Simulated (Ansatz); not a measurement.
`C[Si](C)(C)[O][Ge]([CH3])([CH3])[Cl]`. Charge 0, multiplicity 1. The structure was optimised at the PBE0-D4/def2-TZVP level. It is one conformer, not always the lowest.

```xyz
24

C     0.157   -1.535   -2.546
Si    0.080   -0.108   -1.350
C     1.623    0.940   -1.489
C    -1.429    0.944   -1.676
O     0.012   -0.763    0.164
Ge   -0.473   -0.252    1.775
C    -0.041   -1.702    2.976
C     0.261    1.494    2.187
Cl   -2.635   -0.035    1.754
H     1.025   -2.167   -2.342
H    -0.738   -2.157   -2.465
H     0.231   -1.182   -3.578
H     2.517    0.351   -1.265
H     1.733    1.345   -2.499
H     1.595    1.786   -0.796
H    -1.399    1.353   -2.691
H    -1.495    1.786   -0.982
H    -2.346    0.360   -1.571
H    -0.519   -2.614    2.619
H     1.040   -1.851    3.000
H    -0.398   -1.480    3.982
H     1.350    1.460    2.137
H    -0.044    1.801    3.188
H    -0.108    2.227    1.468
```

(1) What is the dipole moment at ωB97M-V/def2-TZVPP? (Best estimate.)

(2) And with PBE, r2SCAN, B3LYP? (Estimate.)

(3) Give the Mulliken charges with ωB97M-V, PBE, B3LYP in def2-TZVPP. (An estimate is asked.)

Results:

(1) The calculation gave: 2.29 D, with components (2.12, 0.48, 0.74) D in this frame, pointing from negative to positive charge.

(2) Computed: PBE 2.24 D, r2SCAN 2.32 D, B3LYP 2.30 D.

(3) Computed: 
```tsv
atom	ωB97M-V	PBE	B3LYP
C1	-0.45	-0.38	-0.40
Si2	0.54	0.47	0.60
C3	-0.45	-0.38	-0.40
C4	-0.45	-0.37	-0.39
O5	-0.45	-0.39	-0.47
Ge6	0.56	0.56	0.65
C7	-0.39	-0.34	-0.35
C8	-0.43	-0.36	-0.38
Cl9	-0.31	-0.34	-0.36
H10	0.11	0.09	0.09
H11	0.11	0.10	0.09
H12	0.10	0.09	0.09
H13	0.12	0.10	0.09
H14	0.12	0.09	0.09
H15	0.10	0.09	0.08
H16	0.12	0.09	0.09
H17	0.11	0.09	0.09
H18	0.13	0.10	0.10
H19	0.14	0.12	0.12
H20	0.13	0.11	0.11
H21	0.13	0.11	0.11
H22	0.14	0.11	0.11
H23	0.14	0.12	0.12
H24	0.13	0.11	0.11
```

B3LYP here is the variant with VWN-RPA as its local correlation; programs differ in this.
